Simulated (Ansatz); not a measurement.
Geometry optimisation, Ansatz, RKS B3LYP/def2-SVP.

Input file:

```yaml
crystal:
  periodic: [false, false, false]
  atoms:
    - { symbol: Al, position_ang: [-0.464523, -0.403226, 0.235614] }
    - { symbol: Cl, position_ang: [1.63654, -0.075988, -2.578584] }
    - { symbol: C, position_ang: [0.769541, -1.120983, 1.572743] }
    - { symbol: O, position_ang: [-1.658776, -1.476098, -0.348957] }
    - { symbol: H, position_ang: [1.016684, 0.951696, -2.046454] }
    - { symbol: C, position_ang: [-0.486676, 1.496482, -0.292652] }
    - { symbol: H, position_ang: [1.812032, -0.813453, 1.383335] }
    - { symbol: H, position_ang: [0.510972, -0.75825, 2.584189] }
    - { symbol: H, position_ang: [0.734795, -2.222245, 1.596841] }
    - { symbol: H, position_ang: [-2.34604, -1.293853, -0.996879] }
    - { symbol: H, position_ang: [-1.141757, 2.055342, 0.401298] }
    - { symbol: H, position_ang: [0.506823, 1.972591, -0.207924] }
    - { symbol: H, position_ang: [-0.889715, 1.687885, -1.302371] }
basis:
  gaussian: { orbitals: def2-SVP }
hamiltonian:
  xc: b3lyp
relax:
  f_tol: 0.03
  max_steps: 50
```

Command:

```bash
$ ansatz run input.yaml --threads 2 --pin off --max-ram 3072MiB --backend cpu --events-out ev --progress --plain --runs-dir out
```

Problem. Where does it end, and by what steps?

Solution. The forces met the threshold. The force dipped under the threshold on the way, but the program's further checks kept it going. After 16 steps the energy has fallen by 0.075 eV; Cl2 moved furthest, 0.66 Å.

| step | energy less start (eV) | largest force component (eV/Å) | accepted |
| --- | --- | --- | --- |
| 0 | 0.0000 | 0.428 | yes |
| 1 | 0.0068 | 1.279 | no |
| 2 | -0.0150 | 0.468 | yes |
| 3 | -0.0280 | 0.480 | yes |
| 4 | -0.0353 | 0.901 | yes |
| 5 | -0.0326 | 1.193 | no |
| 6 | -0.0604 | 0.276 | yes |
| 7 | -0.0686 | 0.080 | yes |
| 8 | -0.0702 | 0.039 | yes |
| 9 | -0.0720 | 0.229 | yes |
| 10 | -0.0732 | 0.031 | yes |
| 11 | -0.0739 | 0.029 | yes |
| 12 | -0.0741 | 0.048 | yes |
| 13 | -0.0744 | 0.033 | yes |
| 14 | -0.0746 | 0.006 | yes |
| 15 | -0.0748 | 0.036 | yes |
| 16 | -0.0749 | 0.025 | yes |

```xyz
13
Properties=species:S:1:pos:R:3
Al -0.429 -0.345 0.156
Cl 1.485 -0.523 -2.120
C 0.827 -1.087 1.458
O -1.646 -1.434 -0.387
H 1.411 0.756 -2.291
C -0.593 1.585 -0.221
H 1.822 -0.610 1.414
H 0.448 -0.945 2.487
H 0.963 -2.173 1.314
H -2.378 -1.205 -0.965
H -1.269 2.063 0.511
H 0.373 2.114 -0.136
H -1.013 1.805 -1.219
```

Whether the end is a true minimum wasn't checked by a vibrational analysis.

Time of the run: 36 s on 2 threads of Intel(R) Xeon(R) 6975P-C (Granite Rapids) (shared host), peak memory 0.29 GiB.
